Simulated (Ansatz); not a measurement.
Basis-set extrapolation for `N[C@H]1N[Si@H](F)S1` (PBE0-D4/def2-TZVP geometry, frozen core, the Gaussian-basis code of Ansatz). Multiplicity 1, RHF reference.

```csv
,def2-TZVPP,def2-QZVPP
HF,-935.820962,-935.853363
MP2 correlation,-1.122878,-1.213662
CCSD(T) correlation,-1.205992,not run
```

Energies in hartree. Use E(X) = E(∞) + A·exp(−7.88·√X) for Hartree–Fock and E(X) = E(∞) + B·X^(−2.97) for correlation, with X = 3 and 4, and add CCSD(T) minus MP2 of the smaller set to the MP2 limit.

What is the CCSD(T) energy at the basis-set limit?

HF limit: -935.853363 + (-0.032401) × 0.13774 = -935.85783. MP2 limit: -1.213662 + (-0.090784) × 0.74074 = -1.28091. Higher-order term: -1.205992 − (-1.122878) = -0.08311. Total: -937.22185 hartree, 5.30 eV below CCSD(T)/def2-TZVPP.
